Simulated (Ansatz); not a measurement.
Basis sets compared for `C=CCCCCCCCC`. Charge 0, multiplicity 1. Geometry PBE-D4/def2-SVP. Ansatz on 4 threads of Arm Neoverse V1 on a shared host; times are rough, and most runs start from earlier orbitals.

| atom | x (Å) | y (Å) | z (Å) |
| --- | --- | --- | --- |
| C1 | -2.463 | -0.502 | -4.723 |
| C2 | -2.360 | 0.039 | -3.496 |
| C3 | -2.764 | -0.642 | -2.217 |
| C4 | -1.590 | -0.961 | -1.269 |
| C5 | -0.857 | 0.264 | -0.714 |
| C6 | 0.270 | -0.088 | 0.261 |
| C7 | 0.994 | 1.137 | 0.831 |
| C8 | 2.176 | 0.817 | 1.756 |
| C9 | 1.802 | 0.108 | 3.063 |
| C10 | 2.997 | -0.126 | 3.987 |
| H11 | -2.135 | 0.039 | -5.625 |
| H12 | -2.879 | -1.514 | -4.870 |
| H13 | -1.932 | 1.054 | -3.401 |
| H14 | -3.304 | -1.582 | -2.460 |
| H15 | -3.488 | 0.008 | -1.673 |
| H16 | -1.979 | -1.563 | -0.419 |
| H17 | -0.865 | -1.616 | -1.802 |
| H18 | -0.437 | 0.866 | -1.550 |
| H19 | -1.590 | 0.930 | -0.204 |
| H20 | -0.148 | -0.702 | 1.089 |
| H21 | 1.009 | -0.743 | -0.254 |
| H22 | 1.357 | 1.762 | -0.015 |
| H23 | 0.261 | 1.773 | 1.379 |
| H24 | 2.917 | 0.196 | 1.203 |
| H25 | 2.706 | 1.763 | 2.004 |
| H26 | 1.316 | -0.867 | 2.837 |
| H27 | 1.030 | 0.710 | 3.593 |
| H28 | 3.772 | -0.751 | 3.494 |
| H29 | 2.702 | -0.641 | 4.924 |
| H30 | 3.482 | 0.832 | 4.271 |

Binding counts from free atoms (C triplet, H doublet) in the same basis, without a counterpoise term.

| level | functions | energy (Eh) | HOMO (eV) | LUMO (eV) | binding per atom (eV) | wall time |
| --- | --- | --- | --- | --- | --- | --- |
| PBE-D4/def2-SVP | 240 | -392.2676 | -6.08 | -0.59 | 4.34 | 4.2 s |
| PBE0-D4/def2-SVP | 240 | -392.3479 | -7.24 | 0.46 | 4.30 | 7.5 s |

(1) Estimate the rows for PBE-D4/def2-TZVP, PBE0-D4/def2-TZVP (with forces).

## Answers

(1) 
| level | functions | energy (Eh) | HOMO (eV) | LUMO (eV) | binding per atom (eV) | wall time |
| --- | --- | --- | --- | --- | --- | --- |
| PBE-D4/def2-TZVP | 430 | -392.6869 | -6.18 | -0.80 | 4.29 | 7.5 s |
| PBE0-D4/def2-TZVP (with forces) | 430 | -392.7565 | -7.29 | 0.23 | 4.25 | 24 s |
